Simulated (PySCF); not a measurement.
Vertical excitations of a molecule C4H7NSi from TDA-M06-2X/def2-SVPD in PySCF, as energy in eV (oscillator strength): 4.87 (0.001), 5.88 (0.220), 5.94 (0.009), 6.31 (0.011), 6.68 (0.015), 6.89 (0.007), 7.27 (0.157), 7.40 (0.015), 7.49 (0.001), 7.68 (0.130). Lowest triplet (TDA): 3.67 eV. The structure is a stationary point at B3LYP-D3(BJ)/def2-SVP. Other conformers were not sampled.

Q: Which molecule gave these data?
A) CC1=C[SiH2]N=C1
B) C#CC(=C)[SiH2]N
C) C=C=C1C[SiH2]N1
D) [SiH3][C@H]1C=CC=N1

A: B, C#CC(=C)[SiH2]N
